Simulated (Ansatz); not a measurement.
A run for Ansatz (a quantum-chemistry and plane-wave program): U-CCSD(T)/cc-pV(D+d)Z on BH5OSi (SMILES BO[SiH3]), a point of a bond scan (R = 0.955 Å). Files ending in .json are basis or fitting sets from the Basis Set Exchange.

Ansatz 0.2 input:
```yaml
crystal:
  periodic: [false, false, false]
  atoms:
    - {symbol: B, position_ang: [-0.35530603, 0.16770934, 1.74610802]}
    - {symbol: H, position_ang: [-0.96864163, 0.61180354, 2.32877108]}
    - {symbol: H, position_ang: [0.51570290, -0.54223566, 2.16560005]}
    - {symbol: O, position_ang: [-0.48933143, 0.35730853, 0.41765439]}
    - {symbol: Si, position_ang: [0.33065961, -0.20123129, -0.91475675]}
    - {symbol: H, position_ang: [0.86264245, 0.96822479, -1.64324521]}
    - {symbol: H, position_ang: [-0.62978211, -0.93425439, -1.76420217]}
    - {symbol: H, position_ang: [1.43535929, -1.09433874, -0.49777027]}
basis:
  gaussian:
    orbitals: cc-pV_D+d_Z.json
correlation: {method: ccsd_t, electrons: outside_noble_gas}
scf: {omitted_lower_state_checks: [cluster_reference]}
magnetization: {spin_polarized: true, initial_magnetization: 0}
```

Task: Predict the final total energy.

Result: -391.8434 hartree (reference determinant -391.4236, T1 diagnostic 0.014).

Task: How many basis functions does it have, and what does it roughly cost on one machine?

Result: 76 functions; about 9 core-seconds (a rough figure).
